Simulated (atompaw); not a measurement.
u(r) = r·R(r): atom against pseudo-atom (osmium (Os))

Columns: radius, all-electron u(r) and pseudo u(r) of the 5d shell (level -4.93 eV) of osmium in the configuration [Kr] 4d10 4f14 5s2 5p6 5d7 6s1 6p0; LDA (PW92), scalar-relativistic, PAW (atompaw) scheme, atompaw 4.2.0.5.

| r (bohr) | all-electron | pseudo |
| --- | --- | --- |
| 0.096 | 0.2300 | 0.0005 |
| 0.192 | 0.0430 | 0.0040 |
| 0.288 | -0.2675 | 0.0131 |
| 0.385 | -0.3544 | 0.0302 |
| 0.481 | -0.2479 | 0.0566 |
| 0.577 | -0.0545 | 0.0930 |
| 0.673 | 0.1540 | 0.1391 |
| 0.769 | 0.3411 | 0.1939 |
| 0.865 | 0.4930 | 0.2553 |
| 0.962 | 0.6085 | 0.3217 |
| 1.058 | 0.6888 | 0.3885 |
| 1.154 | 0.7405 | 0.4534 |
| 1.250 | 0.7693 | 0.5134 |
| 1.346 | 0.7805 | 0.5657 |
| 1.442 | 0.7784 | 0.6082 |
| 1.538 | 0.7666 | 0.6395 |
| 1.635 | 0.7475 | 0.6591 |
| 1.731 | 0.7239 | 0.6666 |
| 1.827 | 0.6971 | 0.6634 |
| 1.923 | 0.6684 | 0.6509 |
| 2.019 | 0.6387 | 0.6312 |
| 2.115 | 0.6086 | 0.6063 |
| 2.212 | 0.5784 | 0.5782 |
| 2.308 | 0.5491 | 0.5493 |
| 2.404 | 0.5206 | 0.5206 |
| 2.500 | 0.4929 | 0.4929 |

(1) How many radial nodes do the two functions have?

(2) Is the pseudo-wave norm-conserving?

## Answers

(1) The all-electron 5d function has n − l − 1 = 2; the pseudo-wave has 0, since the states of the same l below it are removed with the core.

(2) No, it belongs to a PAW set: the norm inside the radius is not constrained, and the difference is carried by the augmentation charge.
